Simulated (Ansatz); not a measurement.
Mulliken charges of `BrC1=NCO1` from B3LYP/def2-TZVPP in Ansatz (PBE0-D4/def2-TZVP geometry).

```tsv
atom	x (Å)	y (Å)	z (Å)	charge (e)
Br1	-2.478	-0.874	-0.830	0.041
C2	-0.799	-0.262	-0.357	0.179
N3	0.096	0.380	-0.999	-0.284
C4	0.826	0.275	0.264	0.140
O5	-0.290	-0.459	0.877	-0.299
H6	0.988	1.223	0.776	0.112
H7	1.718	-0.350	0.223	0.112
```

Question: By hand: the dipole of these point charges (1 e Å = 4.8032 D).

Answer: Σ q r = (0.234, 0.083, 0.072) e Å, of length 0.259 e Å = 1.24 D.

Question: How does the dipole of the full density compare? (An estimate is asked.)

Answer: The calculation gave: (0.172, -0.003, 0.238) e Å, 1.41 D; the point charges give 0.88 times that, at 41° from its direction.

Point charges leave out the atoms' own dipoles, such as those of lone pairs, and Mulliken's split depends on the basis, so the two needn't agree.

B3LYP here is the variant with VWN-RPA as its local correlation; programs differ in this.
